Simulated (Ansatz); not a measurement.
Reaction (hydrogenolysis of a C–Si bond): `O[SiH2]C(O)[SiH3]` + H₂ → `OC[SiH2]O` + SiH₄

Program: Ansatz. Geometries: PBE0-D4/def2-TZVP. ΔE: electronic, gas phase. CCSD(T)/CBS is the MP2 limit (def2-TZVPP, def2-QZVPP) plus CCSD(T) − MP2 in def2-TZVPP, frozen cores. This one scheme is used for every species. One conformer a species, not always the lowest.

`O[SiH2]C(O)[SiH3]`:

```xyz
13

O     1.702   -2.120   -0.376
Si    0.721   -0.937   -0.963
C     0.211    0.210    0.443
O    -0.295   -0.672    1.462
Si   -1.060    1.521   -0.035
H     1.402   -2.518    0.445
H    -0.508   -1.504   -1.581
H     1.497   -0.182   -1.977
H     1.125    0.720    0.788
H    -0.588   -0.150    2.214
H    -2.232    0.909   -0.712
H    -0.446    2.543   -0.925
H    -1.531    2.180    1.217
```

H₂:

Cartesian coordinates in Å:
```
H 0.227 -0.290 0.059
H -0.227 0.290 -0.059
```

`OC[SiH2]O`:

Cartesian coordinates in Å:
```
O 0.593 1.610 -0.727
C 0.954 0.250 -0.520
Si -0.188 -0.544 0.746
O -1.742 -0.153 0.321
H -0.365 1.654 -0.812
H 1.989 0.243 -0.165
H 0.947 -0.313 -1.466
H -0.003 -2.024 0.780
H 0.030 0.040 2.090
H -2.215 -0.762 -0.247
```

SiH₄:

Z-matrix (Å, degrees):
```
Si
H 1 1.485
H 1 1.485 2 109.5
H 1 1.485 2 109.5 3 -120.0
H 1 1.485 2 109.5 3 120.0
```

| species | CCSD(T)/CBS(def2) energy (Eh) |
| --- | --- |
| `O[SiH2]C(O)[SiH3]` | -771.39830 |
| H₂ | -1.17544 |
| `OC[SiH2]O` | -481.11999 |
| SiH₄ | -291.46306 |

Q: Work out ΔE.

A: ΔE = (-481.11999) + (-291.46306) − (-771.39830) − (-1.17544) = -0.00931 Eh = -24.4 kJ/mol.

Largest T1 diagnostic among the species: 0.012.

The D4 term adds +13.4 kJ/mol with B3LYP and +7.4 kJ/mol with PBE0; it sums over pairs of atoms, weighted by their polarisabilities, and B3LYP, whose exchange is more repulsive, gets the larger term. In def2-TZVPP, CCSD(T) changes the Hartree–Fock value by +27.3 kJ/mol (the triples alone add +5.4 kJ/mol) and MP2 by +33.2 kJ/mol.

B3LYP here is the variant with VWN-RPA as its local correlation; programs differ in this.
